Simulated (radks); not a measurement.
Problem. All-electron atom: Te in [Kr] 4d10 5s2 5p4 (the NIST ground configuration). Method: scalar-relativistic Kohn-Sham, r2SCAN, spin-unpolarised, spherical densities, finite nucleus; meta-GGA in the generalised Kohn-Sham scheme; Fermi nuclear charge, rms radius 4.7423 fm; hard spherical wall at 15 bohr; computed with a radial shooting solver on a logarithmic mesh with Libxc functionals. Some entries of the table are withheld. Estimate them.

orbital,occ.,eigenvalue (hartree),<1/r> (bohr^-1),<r> (bohr)
1s,2,-1164.387,55.57,0.02782
2s,2,-179.1667,12.73,0.1198
2p,6,-160.7235,12.18,0.1048
3s,2,-35.89759,4.560,0.3214
3p,6,-29.86160,4.330,0.3198
3d,10,-20.75102,(1),0.2968
4s,2,-6.19491,1.814,0.7659
4p,6,-4.31598,1.658,0.8218
4d,10,(2),1.367,0.9714
5s,2,-0.57383,0.6160,2.107
5p,4,-0.22654,0.4839,2.654
6s,0,0.00556,0.1687,7.304
5d,0,0.05559,0.1441,8.226
4f,0,(3),0.1048,10.02

Solution. 
(1) 3d <1/r> (bohr^-1): 4.087
(2) 4d eigenvalue (hartree): -1.56900
(3) 4f eigenvalue (hartree): 0.10118
